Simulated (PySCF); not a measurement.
C₂H₆F₂Si, SMILES C[Si@H](F)CF. The structure is a stationary point at ωB97X-D3(BJ)/def2-SVP. The structure was generated by enumeration; whether it is a known compound was not checked. Other conformers were not sampled.

Method: ωB97X-D3(BJ)/def2-SVP run with PySCF 2.14.0.

Harmonic wavenumbers (cm⁻¹): 81, 135, 147, 220, 257, 326, 625, 676, 718, 774, 796, 856, 895, 956, 1101, 1251, 1292, 1335, 1437, 1442, 1460, 2289, 3051, 3069, 3111, 3169, 3176. Rotational constants (GHz): 5.885, 2.506, 1.949; symmetry number 1.

Question: Work out the zero-point energy and the ideal-gas rigid-rotor harmonic-oscillator thermochemistry at 298.15 K and 1 atm.

Answer: ZPE = ½ Σ hcν = ½ × 34646 cm⁻¹ = 207.23 kJ/mol. H − E(el) = 228.35 kJ/mol. Entropy in J/(mol K): translation 165.69, rotation 112.20, vibration 68.87, total 346.77. G − E(el) = 124.96 kJ/mol. Cp = 106.40 J/(mol K). Modes under 150 cm⁻¹ make the vibrational entropy uncertain.
